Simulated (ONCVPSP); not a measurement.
**platinum: excitation energies, all-electron against ONCV**

- Element: Pt (Z = 78)
- Generator: ONCVPSP 4.0.1
- Type: optimised norm-conserving Vanderbilt (ONCV)
- Functional: PBEsol
- Relativity: scalar-relativistic
- Frozen core: [Kr] 4d10 4f14
- Valence charge: 18
- Reference configuration: 5s2 5p6 5d9 (charge +1)
- Partial waves: 5s: rc 0.95 bohr, ncon 4, nbas 8, qcut 7 1/bohr, 2 projectors, debl 2.1 Ha; 5p: rc 1.75 bohr, ncon 3, nbas 7, qcut 9.2 1/bohr, 2 projectors, debl 1.4 Ha; 5d: rc 1.70 bohr, ncon 3, nbas 7, qcut 8.3 1/bohr, 1 projector; f scattering state at 0.04 Ha: rc 1.40 bohr, ncon 4, nbas 7, qcut 7.4 1/bohr, 2 projectors, debl 3.4 Ha
- Local potential: polynomial inside 0.60 bohr (lpopt 5, dvloc0 4 Ha)
- Core correction: Teter function, fcfact 5, rcfact 1.7

In the s channel the program set the typed energies aside and used -4.047, 0.250 Ha. In the p channel the program set the typed energies aside and used -2.364, 0.250 Ha.

Energies are relative to the spin-unpolarised reference configuration 5s2 5p6 5d9; without spin polarisation the order of configurations can differ from experiment.

Question: Give the all-electron excitation energy and the error of the potential for: 5s2 5p6 5d9 6s1; 5s2 5p6 5d8; 5s2 5p6 5d7; 5s2 5p6 5d9 6p1.

Answer:

```csv
valence configuration,charge,ΔE all-electron (eV),error AE − PS (meV)
5s2 5p6 5d9 6s1,0,-9.226,+0.7
5s2 5p6 5d8,+2,19.997,-0.2
5s2 5p6 5d7,+3,52.245,-3.6
5s2 5p6 5d9 6p1,0,-4.091,+1.3
```

Levels in the configuration 5s2 5p6 5d7:

```json
{"level": "5s", "all-electron (eV)": "-137.096", "pseudo (eV)": "-137.003"}
{"level": "5p", "all-electron (eV)": "-90.875", "pseudo (eV)": "-90.821"}
{"level": "5d", "all-electron (eV)": "-38.797", "pseudo (eV)": "-38.797"}
```

Note: ghosts flagged at negative energy: s at -713.8 eV, p at -172.3 eV, f at -2549.5 eV; GHOST(+) flagged for d at 31.5 eV. A true bound ghost makes a file unfit for plane-wave use.
